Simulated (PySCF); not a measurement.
CuI (SMILES [Cu][I]), singlet, geometry from GFN2-xTB (such geometries of metal compounds can be far from the true shape) (core potentials on I), with bond 2-1 at 1.8 times its length; CASSCF(8,7)/def2-SVP in PySCF.

Input for PySCF:
```python
from pyscf import gto, scf, mcscf
import numpy

mol = gto.M(
    atom='''
Cu   -0.00000000   -0.00000000   -1.55408005
I     0.00000000    0.00000000    2.77388628
''',
    basis='def2-svp',
    ecp={'I': 'def2-svp'},
    verbose=4,
)

mf = scf.RHF(mol)
mf.kernel()
mc = mcscf.CASSCF(mf, 7, 8)
mc.fix_spin_(ss=0.0)
mc.kernel()
occ = numpy.linalg.eigvalsh(mc.fcisolver.make_rdm1(mc.ci, mc.ncas, mc.nelecas))[::-1]
ss = mc.fcisolver.spin_square(mc.ci, mc.ncas, mc.nelecas)[0]
print('natural occupations', occ.round(4), ' <S^2>', round(ss, 4))
```

The log (banner, timings and long lists left out):

```
PySCF version 2.14.0

[INPUT] verbose = 4
[INPUT] num. atoms = 2
[INPUT] num. electrons = 54
[INPUT] charge = 0
[INPUT] spin (= nelec alpha-beta = 2S) = 0
[INPUT] symmetry False subgroup None
[INPUT] Mole.unit = angstrom
[INPUT] Symbol           X                Y                Z      unit          X                Y                Z       unit  Magmom
[...]
nuclear repulsion = 88.6452085492541
number of shells = 21
number of NR pGTOs = 134
number of NR cGTOs = 57
basis = def2-svp
ecp = {'I': 'def2-svp'}

******** <class 'pyscf.scf.hf.RHF'> ********
method = RHF
initial guess = minao
damping factor = 0
level_shift factor = 0
DIIS = <class 'pyscf.scf.diis.CDIIS'>
diis_start_cycle = 1
diis_space = 8
diis_damp = 0
SCF conv_tol = 1e-09
SCF conv_tol_grad = None
SCF max_cycles = 50
direct_scf = True
direct_scf_tol = 1e-13
Set gradient conv threshold to 3.16228e-05
Initial guess from minao.
init E= -1902.86307664102
[...]
cycle= 1 E= -1934.33452558238  delta_E= -31.5  |g|= 2.14  |ddm|= 7.31

WARN: HOMO 0.0356799955191175 == LUMO 0.0356799955191442

cycle= 2 E= -1934.50933497456  delta_E= -0.175  |g|= 1.34  |ddm|= 5.13
[...]
cycle= 3 E= -1935.25326566452  delta_E= -0.744  |g|= 0.452  |ddm|=  2.8
[...]
cycle= 4 E= -1935.31050396448  delta_E= -0.0572  |g|= 0.134  |ddm|= 0.623
[...]
cycle= 5 E= -1935.32018321033  delta_E= -0.00968  |g|= 0.0569  |ddm|= 0.281
[...]
cycle= 6 E= -1935.32347894574  delta_E= -0.0033  |g|= 0.0225  |ddm|= 0.16
[...]
cycle= 7 E= -1935.32463457022  delta_E= -0.00116  |g|= 0.00835  |ddm|= 0.124
[...]
cycle= 8 E= -1935.32480791496  delta_E= -0.000173  |g|= 0.00161  |ddm|= 0.061
[...]
cycle= 9 E= -1935.32481097462  delta_E= -3.06e-06  |g|= 0.000436  |ddm|= 0.00841
[...]
cycle= 10 E= -1935.32481120938  delta_E= -2.35e-07  |g|= 0.000224  |ddm|= 0.0016
[...]
cycle= 11 E= -1935.32481128294  delta_E= -7.36e-08  |g|= 0.000105  |ddm|= 0.000927
[...]
cycle= 12 E= -1935.3248113059  delta_E= -2.3e-08  |g|= 2.22e-05  |ddm|= 0.000722
[...]
cycle= 13 E= -1935.32481130679  delta_E= -8.87e-10  |g|= 4.22e-06  |ddm|= 0.000161
[...]
Extra cycle  E= -1935.3248113068  delta_E= -8.19e-12  |g|= 1.82e-06  |ddm|= 1.08e-05
converged SCF energy = -1935.3248113068

******** <class 'pyscf.mcscf.mc1step.CASSCF'> ********
CAS (4e+4e, 7o), ncore = 23, nvir = 27
max_cycle_macro = 50
max_cycle_micro = 4
conv_tol = 1e-07
conv_tol_grad = None
orbital rotation max_stepsize = 0.02
orbital rotation threshold for CI restart = 0.01
augmented hessian ah_max_cycle = 30
[...]
CASCI E = -1935.33320581973  S^2 = 0.0000000
[...]
macro iter  40 (  7 JK    2 micro), CASSCF E = -1935.35814915026  dE = -8.62306331e-05  S^2 = 0.0000000
               |grad[o]|=0.00147  |grad[c]|=0.00215  |ddm|=0.000383  |maxRot[o]|=0.0698
macro iter  41 (  7 JK    2 micro), CASSCF E = -1935.35825394242  dE = -1.04792160e-04  S^2 = 0.0000000
               |grad[o]|=0.00161  |grad[c]|=0.00195  |ddm|=0.000487  |maxRot[o]|=0.0699
macro iter  42 (  7 JK    2 micro), CASSCF E = -1935.35838083880  dE = -1.26896382e-04  S^2 = 0.0000000
               |grad[o]|=0.0018  |grad[c]|=0.00189  |ddm|=0.000587  |maxRot[o]|=0.0699
macro iter  43 (  7 JK    2 micro), CASSCF E = -1935.35853370751  dE = -1.52868712e-04  S^2 = 0.0000000
               |grad[o]|=0.00201  |grad[c]|=0.00197  |ddm|=0.000713  |maxRot[o]|=0.0699
macro iter  44 (  7 JK    2 micro), CASSCF E = -1935.35871656790  dE = -1.82860387e-04  S^2 = 0.0000000
               |grad[o]|=0.00226  |grad[c]|=0.00216  |ddm|=0.000847  |maxRot[o]|=0.0699
macro iter  45 (  7 JK    2 micro), CASSCF E = -1935.35893319861  dE = -2.16630715e-04  S^2 = 0.0000000
               |grad[o]|=0.00254  |grad[c]|=0.00246  |ddm|=0.000997  |maxRot[o]|=0.0699
macro iter  46 (  7 JK    2 micro), CASSCF E = -1935.35918651185  dE = -2.53313239e-04  S^2 = 0.0000000
               |grad[o]|=0.00284  |grad[c]|=0.00284  |ddm|=0.00117  |maxRot[o]|=0.0699
macro iter  47 (  7 JK    2 micro), CASSCF E = -1935.35947751692  dE = -2.91005065e-04  S^2 = 0.0000000
               |grad[o]|=0.00315  |grad[c]|=0.00328  |ddm|=0.00136  |maxRot[o]|=0.0699
macro iter  48 ( 21 JK    4 micro), CASSCF E = -1935.35966351157  dE = -1.85994650e-04  S^2 = 0.0000000
               |grad[o]|=0.00344  |grad[c]|=0.0102  |ddm|=0.00261  |maxRot[o]|=0.0547
macro iter  49 (  7 JK    2 micro), CASSCF E = -1935.35999188912  dE = -3.28377549e-04  S^2 = 0.0000000
               |grad[o]|=0.00302  |grad[c]|=0.00363  |ddm|=0.00148  |maxRot[o]|=0.0699
macro iter  50 (  7 JK    2 micro), CASSCF E = -1935.36033641136  dE = -3.44522242e-04  S^2 = 0.0000000
               |grad[o]|=0.00324  |grad[c]|=0.00408  |ddm|=0.00173  |maxRot[o]|=0.0699
1-step CASSCF not converged,  50 macro (622 JK 143 micro) steps
CASSCF canonicalization
Density matrix diagonal elements [1.99414689 1.99251899 1.99758102 1.58054308 0.41838679 0.00805211
 0.00877112]
CASSCF energy = -1935.36033641136
CASCI E = -1935.36033641136  E(CI) = -11.9114175930790  S^2 = 0.0000000
natural occupations [1.9976 1.9947 1.9935 1.6707 0.3296 0.0086 0.0053]  <S^2> 0.0
```

Convergence was not reached.
